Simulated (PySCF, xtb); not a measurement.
Si(I)(NH2) (H2INSi), SMILES N[Si]I (connectivity only; charge and spin as stated), neutral, multiplicity 1.

GFN2-xTB in xtb 6.7.1 at its own geometry gives an orbital gap of 3.01 eV and a dipole moment of 5.52 D.

The structure is a stationary point at B3LYP-D3(BJ)/def2-TZVP. The def2 effective core potentials stand for the cores of I; spin–orbit coupling is left out. The values are those of a single conformer.

**Question.** What does B3LYP/def2-TZVPD in PySCF give? (Estimate from the structure and the level; the computed values follow.)

**Answer.** gap 4.63 eV (levels -6.74 and -2.11 eV), dipole 2.97 D.
